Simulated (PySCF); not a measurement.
Geometry:
```
atom   x (Å)   y (Å)   z (Å)
  N1   0.948   0.249  -0.860
  B2   0.398  -0.416   0.528
  F3   0.576  -1.779   0.366
  C4  -1.158   0.038   0.527
  F5  -1.258   1.395   0.491
  F6  -1.871  -0.379   1.571
  F7  -1.805  -0.392  -0.590
  H8   1.935   0.035  -1.001
  H9   0.822   1.263  -0.848
 H10   0.413  -0.131  -1.646
 H11   1.032   0.090   1.443
```

Geometry: PBE0-D3(BJ)/def2-SVP; GIAO shifts from PySCF 2.14.0 with density-fitted response routines, gas phase, non-relativistic, averaged over equivalent atoms.

At LDA/pcSseg-1 (139 basis functions, 11 s wall time on 1 thread of an Arm Neoverse V2, shared host):
```tsv
atoms	δ (ppm)
N1	60.0
B2	-8.0
F5/F6/F7	-108.4
F3	-249.7
C4	146.3
H11	3.48
H8/H9/H10	2.70
```

Referencing at the same level of theory: $^{15}$N (σref 271.91) vs NH3; $^{11}$B (σref 92.91) vs BF3·OEt2; $^{19}$F (σref 139.25) against CFCl3; $^{13}$C (σref 180.72), $^{1}$H (σref 30.83) vs TMS.

Problem. Predict the values at PBE0/def2-TZVP on the same geometry.

Solution. 
| atoms | δ at PBE0/def2-TZVP | change |
| --- | --- | --- |
| N1 | 45.7 | -14.3 |
| B2 | -5.8 | +2.2 |
| F5/F6/F7 | -89.6 | +18.8 |
| F3 | -217.5 | +32.2 |
| C4 | 137.7 | -8.6 |
| H11 | 3.40 | -0.08 |
| H8/H9/H10 | 2.63 | -0.07 |

Chemical shifts δ = σref − σ; $^{15}$N (σref 265.93) vs NH3; $^{11}$B (σref 102.62) against BF3·OEt2; $^{19}$F (σref 178.85) against CFCl3; $^{13}$C (σref 186.65), $^{1}$H (σref 31.48) vs TMS, all at this level.

The largest change is at F3 (fluorine bonded to B). Cost: 241 basis functions, 26 s wall time on 1 thread of an Arm Neoverse V1, shared host.

A carbon bonded to boron is broadened by the quadrupolar boron nucleus and is often missing from a measured spectrum. Unscaled 19F shifts against computed CFCl3 carry errors that often reach 10 to 50 ppm. Experimental scales use liquid or dissolved standards, which lie at an offset from isolated NH3 (liquid NH3: subtract about 20 ppm).
